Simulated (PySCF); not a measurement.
## Continuum solvent and chemical shifts

Structure with atom numbers: `[CH3:1][C@@H:2]1[CH2:3][C@:4]2([Cl:5])[CH2:6][C@H:7]1[CH2:8][C@H:9]2[F:10]`. Each H is labelled by its parent atom. Ha(C3), Ha(C6) are cis to C1 on the ring; Ha(C8) is cis to C2 on the ring; Hb(C3), Hb(C6) are trans to C1 on the ring; Hb(C8) is trans to C2 on the ring.

GIAO PBE0/pcSseg-1 in PySCF 2.14.0 with density-fitted response routines on one PBE0-D3(BJ)/def2-SVP conformer, non-relativistic, equivalent nuclei averaged. Solvents enter as an IEF-PCM continuum (chloroform with ε = 4.7, water with ε = 78.4) around the gas-phase geometry. Shifts are referred to TMS, CFCl3 computed in the same medium.

In chloroform, δ in ppm: C9 96.4, C4 76.6, C3 44.6, C8 44.2, C7 41.4, C6 40.4, C2 40.3, C1 23.4, F10 -186.4, H(C9) 4.21, Ha(C8) 1.86, Hb(C8) 1.86, Hb(C6) 1.68, H(C7) 1.67. Dipole moment 4.26 D.

(1) How does each δ change in the more polar medium?

(2) Which nuclei move most (in ppm), and what does the model miss?

Results:

(1) 
```json
{"atoms": "C9", "environment": "sp3 CH bonded to F", "Δδ, water": "+0.6"}
{"atoms": "C4", "environment": "fully substituted sp3 carbon bonded to Cl", "Δδ, water": "+0.8"}
{"atoms": "C3", "environment": "sp3 CH2 in a ring", "Δδ, water": "+0.2"}
{"atoms": "C8", "environment": "sp3 CH2 in a ring", "Δδ, water": "+0.2"}
{"atoms": "C7", "environment": "sp3 CH in a ring", "Δδ, water": "+0.3"}
{"atoms": "C6", "environment": "sp3 CH2 in a ring", "Δδ, water": "+0.4"}
{"atoms": "C2", "environment": "sp3 CH in a ring", "Δδ, water": "+0.2"}
{"atoms": "C1", "environment": "methyl carbon", "Δδ, water": "+0.1"}
{"atoms": "F10", "environment": "fluorine on an sp3 carbon", "Δδ, water": "-1.8"}
{"atoms": "H(C9)", "environment": "hydrogen on an sp3 CH bonded to F", "Δδ, water": "+0.09"}
{"atoms": "Ha(C8)", "environment": "hydrogen on an sp3 CH2 in a ring", "Δδ, water": "+0.10"}
{"atoms": "Hb(C8)", "environment": "hydrogen on an sp3 CH2 in a ring", "Δδ, water": "-0.01"}
{"atoms": "Hb(C6)", "environment": "hydrogen on an sp3 CH2 in a ring", "Δδ, water": "-0.05"}
{"atoms": "H(C7)", "environment": "hydrogen on an sp3 CH in a ring", "Δδ, water": "+0.06"}
```

Changes are relative to chloroform. The dipole moment becomes 4.60 D in water.

(2) F10 (fluorine on an sp3 carbon, -1.8 ppm) in water. A continuum only polarises the solute; specific hydrogen bonds, the anisotropy of aromatic solvents and changes of geometry or conformer are outside it.
